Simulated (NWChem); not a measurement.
GeSiH$_{3}$Br, singlet; SMILES [SiH3][Ge][Br]

```xyz
6

Ge     0.8754    -0.4954    -0.4049
Br    -0.3159     1.3237     0.4981
Si    -1.0450    -2.0370    -0.0676
H     -0.7505    -3.4334    -0.5270
H     -2.2286    -1.5285    -0.8321
H     -1.3935    -2.0830     1.3886
```
Atoms are numbered in this order, from 1.

Computed with NWChem. Pople sets run with spherical d functions. Low-valent species are run as closed-shell singlets; no triplet was tried in these runs. Coordinates come from a PBE0/def2-SVP optimisation. Vzz is the largest principal value of the second derivative of the potential at the nucleus (NWChem prints the opposite sign); η is the asymmetry. Non-relativistic.

| level | Vzz Ge1 (a.u.) | η Ge1 | Vzz Br2 (a.u.) | η Br2 |
|---|---|---|---|---|
| Hartree-Fock/6-31G* | -3.740 | 0.96 | 3.089 | 0.65 |
| Hartree-Fock/cc-pVTZ | -4.008 | 0.97 | 3.182 | 0.68 |
| PBE0/def2-TZVP | 3.975 | 0.95 | 3.283 | 0.85 |
| PBE0/cc-pVTZ | 3.697 | 0.94 | 3.179 | 0.87 |
